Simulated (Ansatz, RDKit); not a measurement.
System: H4Si2OCl2 (charge 0, singlet). SMILES: [SiH](Cl)(Cl)O[SiH3]

Atoms: Si1, O2, Si3, Cl4, Cl5, H6, H7, H8, H9. Bonds: Si1-O2, Si1-H6, Si1-H7, Si1-H8, O2-Si3, Si3-Cl4, Si3-Cl5, Si3-H9.

Bond lengths (Å) and angles (degrees) optimised at MMFF94 with RDKit; HF/6-31G* with Ansatz (an electronic-structure program); PBE/6-31G* with Ansatz, each started from the B3LYP-D3(BJ)/def2-TZVP structure (Ansatz) of the last column. A row stands for all coordinates that are equal there; 9 of 16 kinds are shown. 6-31G* holds six Cartesian d functions. No wavenumbers were computed at MMFF94, PBE/6-31G*, so these may be saddle points.

```
coordinate   MMFF94  HF/6-31G*  PBE/6-31G*  B3LYP-D3(BJ)/def2-TZVP
-----------  ------  ---------  ----------  ----------------------
Si1-O2        1.648      1.649       1.685                   1.653
Si1-H6        1.482      1.469       1.494                   1.476
Si1-H7        1.481      1.470       1.497                   1.478
O2-Si3        1.643      1.597       1.637                   1.610
Si3-Cl4       2.039      2.049       2.069                   2.051
Si3-H9        1.483      1.454       1.482                   1.462
Si1-O2-Si3    140.0      162.7       144.0                   147.0
O2-Si3-Cl4    108.7      109.9       110.7                   110.0
Cl4-Si3-Cl5   106.9      108.5       108.4                   108.5
```

Mean signed difference of all 8 bond lengths from B3LYP-D3(BJ)/def2-TZVP: MMFF94 0.005 Å, HF/6-31G* -0.007 Å, PBE/6-31G* 0.022 Å.
